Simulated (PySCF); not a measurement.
Species: C₄H₈OSSi.
Cartesian coordinates in Å at the GFN2-xTB level; atoms count from 1:
```xyz
15
C4H8OSSi angstrom
O     -2.0661    0.7167    1.4608
C     -1.3976    0.1514    0.6395
C     -1.5765    0.3518   -0.8519
S     -0.3466   -0.6582   -1.7148
C      0.6997   -0.7967   -0.2093
Si     1.8960    0.6957   -0.1616
C     -0.2967   -0.8390    0.9327
H     -1.4511    1.4068   -1.1043
H     -2.5765    0.0438   -1.1601
H      1.2351   -1.7403   -0.3088
H      2.6691    0.6684   -1.3974
H      1.0906    1.9129   -0.0671
H      2.7346    0.5425    1.0274
H     -0.7787   -1.8220    0.9933
H      0.1603   -0.6259    1.8998
```

Computed, not measured: TDDFT B3LYP/def2-SVPD, vertical, gas phase, core orbitals frozen in the response (PySCF 2.14.0, density-fitted response routines).

Ground-to-excited transition dipoles (e·a0, same axes as the geometry; the sign carries no meaning), for the states with f of 0.002 or more among the lowest 8:

| state | E (eV) | μx | μy | μz |
| --- | --- | --- | --- | --- |
| S3 | 4.989 | -0.116 | -0.076 | -0.065 |
| S4 | 5.560 | 0.241 | 0.185 | -0.064 |
| S5 | 6.110 | -0.274 | -0.359 | -0.092 |
| S6 | 6.210 | 0.368 | 0.222 | 0.107 |
| S7 | 6.296 | -0.083 | -0.218 | -0.072 |
| S8 | 6.403 | -0.276 | 0.049 | 0.152 |

Task: What oscillator strength does each state have?

Result: f = (2/3) ΔE |μ|² with ΔE in hartree (27.2114 eV).

```tsv
state	|μ|² (au)	|μ| (D)	f
S3	0.024	0.39	0.003
S4	0.097	0.79	0.013
S5	0.212	1.17	0.032
S6	0.196	1.12	0.030
S7	0.059	0.62	0.009
S8	0.102	0.81	0.016
```

Task: Which bond between heavy atoms lies closest to the direction of the S5 transition dipole?

Result: C5–Si6, at 10° from it; next S4–C5 at 64°.

Task: What angle do the transition dipoles of S5 and S8 make?

Result: |cos θ| = |μa·μb| / (|μa| |μb|) = 0.30, so θ ≈ 73° (taken between 0 and 90°, since the signs are arbitrary).

Task: What peak molar absorption coefficient would the strongest computed level give as a lone Gaussian band 0.3 eV wide at half height?

Result: ε(max) = 2.175×10⁸ f / FWHM, with the width in cm⁻¹. S5: 2.175×10⁸ × 0.0318 / 2420 ≈ 2900 L mol⁻¹ cm⁻¹.

One conformer stands for the species.
